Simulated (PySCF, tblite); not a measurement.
Isomers of C8H9P, one GFN2-xTB conformer each. Single-point energies are computed at PBE0/pcSseg-1 (PySCF, gas phase, no added dispersion term), electronic only.

Question: Rank them by PBE0/pcSseg-1 energy, lowest first (kcal/mol).
A. `[CH:1]#[C:2][CH2:3][P:4]1[C:5]([CH3:6])=[C:7]1[CH:8]=[CH2:9]` with C2–C3–P4–C5 127°, C5–C7–C8–C9 -174°
B. `[CH2:1]=[P:2][c:3]1[cH:4][cH:5][cH:6][cH:7][c:8]1[CH3:9]` with C1–P2–C3–C4 -49°
C. `[CH:1]#[C:2][P:3]1[CH:4]=[CH:5][CH:6]([CH3:7])[CH:8]=[CH:9]1` with C2–P3–C4–C5 -133°, C4–C5–C6–C7 -82°, C5–C6–C8–C9 -39°, C2–P3–C9–C8 134°
D. `[CH2:1]=[CH:2][c:3]1[cH:4][cH:5][cH:6][p:7][c:8]1[CH3:9]` with C1–C2–C3–C4 41°

Answer: B (0.0), D (1.6), C (52.7), A (77.6).

As drawn, the lowest has an aromatic ring, which the highest lacks; the highest has a three-membered ring, a C≡C bond and a C=C bond outside aromatic rings, which the lowest lacks. Neighbours under 2.5 kcal/mol apart (C=Pc1ccccc1C and C=Cc1cccpc1C) can change places with a better method, another conformer or zero-point energy. GFN2-xTB itself gives, in the same order: 0.0, 3.9, 44.9, 75.2. Both levels put the same isomer lowest; measured from each level's own lowest isomer, the values differ by up to 7.8 kcal/mol (C#CP1C=CC(C)C=C1: 44.9 against 52.7).

Q: Which frontier levels, dipoles and rotational constants go with these structures?

A: 
```
          SMILES  HOMO (eV, PBE0/pcSseg-1)  LUMO (eV)  dipole (D)       A, B, C (MHz)
    C=Pc1ccccc1C                     -6.90      -1.70        1.14   2368, 1169, 821.5
    C=Cc1cccpc1C                     -6.91      -1.44        1.69   2261, 1237, 817.1
C#CP1C=CC(C)C=C1                     -6.61      -0.12        1.45  3249, 967.8, 889.0
C#CCP1C(C)=C1C=C                     -6.23      -1.15        2.20   1748, 1117, 772.8
```

Q: What happens when harmonic zero-point energies from GFN2-xTB frequencies are added?

A: 
```tsv
SMILES	ZPE (kcal/mol)	electronic (kcal/mol)	with ZPE (kcal/mol)
C=Pc1ccccc1C	88.2	0.0	0.0
C=Cc1cccpc1C	88.6	1.6	2.0
C#CP1C=CC(C)C=C1	87.1	52.7	51.7
C#CCP1C(C)=C1C=C	84.8	77.6	74.2
```

The zero-point energies span 3.8 kcal/mol. The order is unchanged.

Q: As an exercise, what shares would exp(−E/RT) give at 1000 K from these electronic energies alone (no entropy, no degeneracies)?

A: RT = 1.987 kcal/mol: C=Pc1ccccc1C 68.7 %, C=Cc1cccpc1C 31.3 %, C#CP1C=CC(C)C=C1 under 0.1 %, C#CCP1C(C)=C1C=C under 0.1 %.
